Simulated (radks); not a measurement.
Question: The table gives one normalised radial function P(r) = r R(r) (large component) of Co+ in [Ar] 3d7 4s1 (r in bohr). Calculated with a radial shooting solver on a logarithmic mesh with Libxc functionals: Dirac Kohn-Sham, PBE, spin-unpolarised, spherical densities, finite nucleus; open shells are shared between the two j in proportion to 2j + 1; Fermi nuclear charge, rms radius 3.7875 fm.

| r | P |
|---|---|
| 0.002441 | 0.0217 |
| 0.002774 | 0.0244 |
| 0.003178 | 0.0276 |
| 0.003641 | 0.0311 |
| 0.004171 | 0.0350 |
| 0.004741 | 0.0391 |
| 0.005432 | 0.0438 |
| 0.006223 | 0.0489 |
| 0.00713 | 0.0545 |
| 0.008103 | 0.0600 |
| 0.009284 | 0.0663 |
| 0.01064 | 0.0728 |
| 0.01219 | 0.0794 |
| 0.01385 | 0.0856 |
| 0.01587 | 0.0919 |
| 0.01818 | 0.0976 |
| 0.02083 | 0.1024 |
| 0.02367 | 0.1056 |
| 0.02712 | 0.1071 |
| 0.03107 | 0.1060 |
| 0.0356 | 0.1016 |
| 0.04078 | 0.0932 |
| 0.04635 | 0.0810 |
| 0.0531 | 0.0630 |
| 0.06084 | 0.0395 |
| 0.0697 | 0.0105 |
| 0.07922 | -0.0212 |
| 0.09076 | -0.0581 |
| 0.104 | -0.0962 |
| 0.1191 | -0.1323 |
| 0.1354 | -0.1608 |
| 0.1551 | -0.1807 |
| 0.1777 | -0.1854 |
| 0.2036 | -0.1705 |
| 0.2314 | -0.1363 |
| 0.2651 | -0.0786 |
| 0.3038 | -0.0021 |
| 0.348 | 0.0856 |
| 0.3955 | 0.1687 |
| 0.4532 | 0.2448 |
| 0.5192 | 0.2946 |
| 0.5948 | 0.3059 |
| 0.6815 | 0.2715 |
| 0.7745 | 0.1966 |
| 0.8874 | 0.0781 |
| 1.017 | -0.0689 |
| 1.165 | -0.2284 |
| 1.324 | -0.3746 |
| 1.517 | -0.5101 |
| 1.738 | -0.6119 |
| 1.991 | -0.6705 |
| 2.263 | -0.6823 |
| 2.592 | -0.6496 |
| 2.97 | -0.5772 |
| 3.402 | -0.4780 |
| 3.867 | -0.3740 |
| 4.43 | -0.2666 |
| 5.076 | -0.1736 |
| 5.815 | -0.1020 |
| 6.609 | -0.0555 |
| 7.572 | -0.0257 |
| 8.675 | -0.0103 |

Which n and l does it have? It may be an empty orbital.

Answer: n = 4, l = 0: the number of nodes gives n - l - 1 = 3, the rise at small r points to l (this Dirac orbital starts outside the nucleus as r^gamma with gamma = sqrt((l + 1)^2 - (Z/c)^2) = 0.98; the j = 1/2 orbital of l + 1 starts with the same power, but with a smaller coefficient, and then steepens), and the extent must fit the shell. The curve is that of 4s1/2. 4s1/2: eigenvalue -12.762 eV, 3 radial nodes at r = 0.0729, 0.305, 0.956 bohr, <r> = 2.62 bohr, 90 % of the charge inside 3.94 bohr.
